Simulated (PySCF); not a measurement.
PySCF 2.14 output of an unrestricted M06-L calculation on a single atom or ion in x2c-SVPall, with the spin-free X2C one-electron Hamiltonian (Gaussian nucleus):

```
SCF conv_tol = 1e-09
number electrons alpha = 15  beta = 14
    Y. Zhao and D. G. Truhlar.,  J. Chem. Phys. 125, 194101 (2006)
    Y. Zhao and D. G. Truhlar.,  J. Chem. Phys. 125, 194101 (2006)
    Y. Zhao and D. G. Truhlar.,  Theor. Chem. Acc. 120, 215 (2008)
cycle= 1 E= -1654.33312954073  delta_E= 0.0212  |g|= 0.383  |ddm|= 0.515
cycle= 2 E= -1654.17959718859  delta_E= 0.154  |g|= 0.771  |ddm|= 0.68
cycle= 3 E= -1654.3724674434  delta_E= -0.193  |g|= 0.041  |ddm|= 0.447
cycle= 4 E= -1654.37292693786  delta_E= -0.000459  |g|= 0.00715  |ddm|= 0.0267
cycle= 5 E= -1654.37294254934  delta_E= -1.56e-05  |g|= 0.00101  |ddm|= 0.00582
cycle= 6 E= -1654.37294291497  delta_E= -3.66e-07  |g|= 4.2e-05  |ddm|= 0.00102
cycle= 7 E= -1654.37294291584  delta_E= -8.72e-10  |g|= 1.51e-05  |ddm|= 7.79e-05
converged SCF energy = -1654.37294291584  <S^2> = 0.75099372  2S+1 = 2.0009935
```

The run itself started from symmetry-adapted Hartree-Fock orbitals and held the occupation by maximum overlap, on a logarithmic radial grid, so the iterations belong to that start.

**Question.** Which element, charge and spin multiplicity is this?

**Answer.** Cu (copper, neutral), multiplicity 2; the state was [Ar] 3d10 4s1, 2S determinant.
